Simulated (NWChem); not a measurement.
System: C$_{3}$H$_{5}$F; SMILES C(/F)=C/C

All runs: NWChem. All runs use the structure optimised with PBE-D3(BJ)/def2-SVP. Level: M06-2X/def2-SVP with COSMO at NWChem's default radii, gas-phase geometry; the question gives the dielectric constant.

Predict the results for dielectric constant 2.4. Quantities: electrostatic solvation energy (kcal/mol); dipole in solution (D).


| Property | Result |
|---|---|
| electrostatic solvation energy (kcal/mol) | -1.3 |
| dipole in solution (D) | 1.63 |
